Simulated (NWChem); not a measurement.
# phosphorus nitride (PN); SMILES N#P

```xyz
2

N      0.0000     0.0000     1.0049
P      0.0000     0.0000    -0.4745
```
Atoms are numbered in this order, from 1.

Geometry: optimised at PBE0-D3(BJ)/def2-TZVP.

 Unshifted, non-relativistic core excitations; the lowest 4 roots alone, so stronger bands may lie above.

List the first P K-edge excitations from BHandHLYP/cc-pVTZ, restricted-window TDA (NWChem).


```tsv
state	energy (eV)	dipole oscillator strength	leading excitation (squared amplitude)
S1	2121.2	0.0062	1s of atom 2 or its equivalents → LUMO (0.96)
S2	2121.2	0.0062	1s of atom 2 or its equivalents → LUMO+1 (0.96)
S3	2125.9	0.0014	1s of atom 2 or its equivalents → LUMO+2 (0.92)
S4	2130.4	0.0014	1s of atom 2 or its equivalents → LUMO+3 (0.98)
```
